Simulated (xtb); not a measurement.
C₄H₉ (SMILES [CH2-]C(C)C), charge -1, singlet, at a GFN2-xTB geometry; GFN-FF (xtb).

The xtb input:
```
$ xtb mol.xyz --gfnff --chrg -1 --json

# file mol.xyz
13

C      0.00360706     0.07275878     0.35852744
H      0.01413019    -0.02455558     1.49184561
C      0.00197210     1.48905250    -0.21294948
H     -0.87836911     2.02265113     0.26479170
H      0.89409793     2.01789160     0.24792523
C      1.24251803    -0.68650164    -0.13018073
H      1.27251834    -0.67330054    -1.21910898
H      2.14853428    -0.20354655     0.23586489
H      1.24765967    -1.73021109     0.20964392
C     -1.24843893    -0.67981278    -0.10647724
H     -1.29908454    -0.66639513    -1.19463808
H     -1.25271749    -1.72349693     0.23343705
H     -2.14471882    -0.19201806     0.27671870
```

Output, abridged:

```
   ID    Z sym.   atoms
    1    6 C      1, 3, 6, 10
    2    1 H      2, 4, 5, 7-9, 11-13

           -------------------------------------------------
          |                Calculation Setup                |
           -------------------------------------------------

          ==================== Thresholds ====================
          CN  :   150.00000
          rep :   500.00000
          disp:  2500.00000
          HB1 :   250.00000
          HB2 :   450.00000

          Pauling EN used:
          Z : 1  EN :  2.20
          Z : 6  EN :  2.55
          electric field strengths (au): 0.000

           -------------------------------------------------
          |           Force Field Initialization            |
           -------------------------------------------------

          distances ...
          ----------------------------------------
          generating topology and atomic info file ...
          pair mat ...
          computing topology distances matrix with Floyd-Warshall algo ...
          making topology EEQ charges ...
          #fragments for EEQ constrain: 1
          ----------------------------------------
          generating topology and atomic info file ...
          pair mat ...
          computing topology distances matrix with Floyd-Warshall algo ...
          making topology EEQ charges ...
          #fragments for EEQ constrain: 1
          rings ...
          # BATM   90
          # H in HB   0
          doing iterative Hueckel for 1 subsystem(s) ...

  atom   neighbors  erfCN metchar sp-hybrid imet pi  qest     coordinates
    1  C       4    3.48   0.00         3    0    0  -0.033    0.006816    0.137494    0.677519
    2  H       1    0.96   0.01         0    0    0  -0.083    0.026702   -0.046403    2.819180
    3  C       3    2.77   0.00         3    0    0  -0.090    0.003727    2.813901   -0.402416
    4  H       1    0.96   0.01         0    0    0  -0.086   -1.659877    3.822257    0.500384
    5  H       1    0.96   0.01         0    0    0  -0.086    1.689600    3.813262    0.468511
    6  C       4    3.49   0.00         3    0    0  -0.031    2.348019   -1.297300   -0.246006
    7  H       1    0.97   0.00         0    0    0  -0.093    2.404711   -1.272354   -2.303782
    8  H       1    0.97   0.00         0    0    0  -0.093    4.060141   -0.384647    0.445720
    9  H       1    0.97   0.00         0    0    0  -0.093    2.357735   -3.269625    0.396170
   10  C       4    3.49   0.00         3    0    0  -0.031   -2.359208   -1.284660   -0.201213
   11  H       1    0.97   0.00         0    0    0  -0.093   -2.454914   -1.259304   -2.257539
   12  H       1    0.97   0.00         0    0    0  -0.093   -2.367293   -3.256937    0.441132
   13  H       1    0.97   0.00         0    0    0  -0.093   -4.052931   -0.362862    0.522923

          #atoms :   13
          #bonds :   12
          #angl  :   21
          #tors  :   24
          #nmol  :   1
          #optfrag :   1
           -------------------------------------------------
          |                   G F N - F F                   |
          |          A general generic force-field          |
          |                  Version 1.0.3                  |
           -------------------------------------------------
          Number of HB bonds (bound hydrogen)     0
          Number of HB bonds (unbound hydrogen)   0
          Number of XB bonds                      0

         :::::::::::::::::::::::::::::::::::::::::::::::::::::
         ::                     SUMMARY                     ::
         :::::::::::::::::::::::::::::::::::::::::::::::::::::
         :: total energy              -2.821830134852 Eh    ::
         :: gradient norm              0.076775067226 Eh/a0 ::
         ::.................................................::
         :: bond energy               -1.829729850813 Eh    ::
         :: angle energy               0.002351506045 Eh    ::
         :: torsion energy             0.000138460507 Eh    ::
         :: repulsion energy           0.098283105555 Eh    ::
         :: electrostat energy        -1.085983169267 Eh    ::
         :: dispersion energy         -0.006515211461 Eh    ::
         :: HB energy                  0.000000000000 Eh    ::
         :: XB energy                  0.000000000000 Eh    ::
         :: bonded atm energy         -0.000374975419 Eh    ::
         :: external energy            0.000000000000 Eh    ::
         :: add. restraining           0.000000000000 Eh    ::
         :: total charge              -1.000000000000 e     ::
         :::::::::::::::::::::::::::::::::::::::::::::::::::::

           -------------------------------------------------
          |                Property Printout                |
           -------------------------------------------------

molecular dipole:
                 x           y           z       tot (Debye)
 q only:       -0.000       0.028      -0.052       0.151

           -------------------------------------------------
          | TOTAL ENERGY               -2.821830134852 Eh   |
          | GRADIENT NORM               0.076775067226 Eh/α |
           -------------------------------------------------
########################################################################
[WARNING] Runtime exception occurred
-1- gfnff_setup: Could not read topology file.
########################################################################

normal termination of xtb
```
